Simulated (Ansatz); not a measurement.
Reaction (formal exchange of groups at the In–O bond): `CC[O][InH][CH3]` + `C=C=COC` → `C=C=C[O][InH][CH3]` + `CCOC`

Gas-phase electronic energies from Ansatz, PBE0-D4/def2-TZVP geometries. CCSD(T)/CBS is the MP2 limit (def2-TZVPP, def2-QZVPP) plus CCSD(T) − MP2 in def2-TZVPP, frozen cores. DFT in def2-TZVPP. Elements past krypton have def2 core potentials. For In outer-core shells are correlated without core-valence functions, which leaves a few kJ/mol of doubt a bond. One conformer a species, not always the lowest.

```tsv
species	r2SCAN-D4 energy (Eh)
`CC[O][InH][CH3]`	-385.12499
`C=C=COC`	-231.13317
`C=C=C[O][InH][CH3]`	-421.96292
`CCOC`	-194.30501
```

Q: Work out ΔE.

A: ΔE = (-421.96292) + (-194.30501) − (-385.12499) − (-231.13317) = -0.00977 Eh = -25.7 kJ/mol. CCSD(T)/CBS gives -25.0 kJ/mol.

Largest T1 diagnostic among the species: 0.015.

From PBE to PBE0 (25 % exact exchange), in def2-TZVPP and without D4, ΔE moves by −3.7 kJ/mol.
